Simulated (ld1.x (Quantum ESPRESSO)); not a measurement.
## Which change was made? (Mn, ultrasoft)

ld1.x (Quantum ESPRESSO) 7.5 input, shortened:

```
&input
   title='Mn', zed=25., rel=1, dft='PBE', iswitch=3,
   config='[Ar] 3d5 4s1.75 4p0'
 /
 &inputp
   pseudotype=3, tm=.true., lloc=-1, rcloc=2.20,
   nlcc=.true.,
   which_augfun='PSQ', rmatch_augfun=1.60
 /
6
4S  1  0   1.75   0.00  2.40  2.75  0.0
4S  1  0   0.00   1.65  2.40  2.75  0.0
4P  2  1   0.00   0.00  2.40  2.90  0.0
4P  2  1   0.00   0.25  2.40  2.90  0.0
3D  3  2   5.00   0.00  1.65  1.80  0.0
3D  3  2   0.00  -0.35  1.65  1.80  0.0
 &test
   configts(1)='3d5 4s1.75 4p0'
 /
```

Cutoffs, loose and tight: the cutoffs (Ry, on a coarse ladder) from which the occupation-weighted sum of valence levels, in a spherical-Bessel basis at the reference potential, stays within 10 and 1 mRy of its value at 400 Ry. They do not see the model core or the augmentation charge, which bear on the density cutoff. Test errors are all-electron minus pseudo excitation energies from the reference, over the configurations 3d5 4s2 4p0; 3d5 4s1 4p0; 3d5 4s0 4p0; 3d5 4s0 4p2; 3d5 4s1 4p1; 3d6 4s0 4p0; 3d5.5 4s1.5 4p0; variants that change the core or the reference have their own tests. The largest error is taken over the tests solved by every variant that gives reliable tests at all, those not shown here included: 3d5 4s0 4p0; 3d5 4s0 4p2; 3d5 4s1 4p0; 3d5 4s2 4p0.

The base gives: outcome: generated; cutoff, loose: 35 Ry; cutoff, tight: 50 Ry; bound ghosts: none; largest test error (meV): -7.6.

(1) After one change the result is: outcome: generated; cutoff, loose: 18 Ry; cutoff, tight: 30 Ry; bound ghosts: none; largest test error (meV): -6.3. Which change was it?
A. reference 3d5 4s2 4p0
B. core correction a·sin(br)/r model core inside 1.42 bohr
C. waves 3d (bound): rcut 1.65, rcutus 2.26 bohr; 3d channel at -0.35 Ry: rcut 1.65, rcutus 2.26 bohr

Results:

(1) C. The others give: core correction a·sin(br)/r model core inside 1.42 bohr → outcome: generated; cutoff, loose: 35 Ry; cutoff, tight: 50 Ry; bound ghosts: none; largest test error (meV): -5.2 | reference 3d5 4s2 4p0 → outcome: generated; cutoff, loose: 35 Ry; cutoff, tight: 50 Ry; bound ghosts: none; largest test error (meV): -141.
